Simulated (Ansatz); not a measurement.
The cluster Hg₃O₂, relaxed as a singlet with RKS PBE-D4/def2-SVP in Ansatz, starting from the GFN1-xTB geometry. Force threshold 0.02 eV/Å.

In the def2 sets Hg takes a core potential; there is no spin–orbit coupling. The restricted singlet is unstable towards broken spin symmetry in Hartree–Fock (as tested in another run); at PBE-D4/def2-SVP this wasn't settled. Another isomer (singlet) lies 0.92 eV lower at PBE0-D4/def2-TZVP; other spin states weren't run for this one.

Start:

```csv
atom,x (Å),y (Å),z (Å)
Hg1,-3.758,0.358,1.312
Hg2,-0.003,0.015,-0.014
Hg3,3.763,-0.386,-1.293
O4,1.814,-0.177,-0.628
O5,-1.816,0.190,0.623
```

Problem. Estimate the energy that the relaxation releases and the steps that it takes.

Solution. 0.89 eV, in 13 steps; 53 s on 4 threads of Intel Xeon on a shared host. No frequencies were taken in this run, so the end may be a saddle point.

Problem. Does the start keep its bonding and symmetry?

Solution. By distances, no bond broke or formed. The bond that changes most is Hg1–O5, from 2.07 to 2.17 Å (atoms count from 1). Point group D∞h at the start, C2v at the end, both within 0.05 Å.

Problem. Predict the relaxed structure.

Solution. 
```xyz
5

Hg   -3.5017    0.4435    0.2370
Hg    0.1613   -0.0700    0.4861
Hg    2.9212   -0.1940   -1.9858
O     2.0417   -0.2717   -0.0026
O    -1.6225    0.0921    1.2654
```
Bond lengths (bridged metal pairs left out): 4 × Hg–O 1.95 to 2.17 Å.
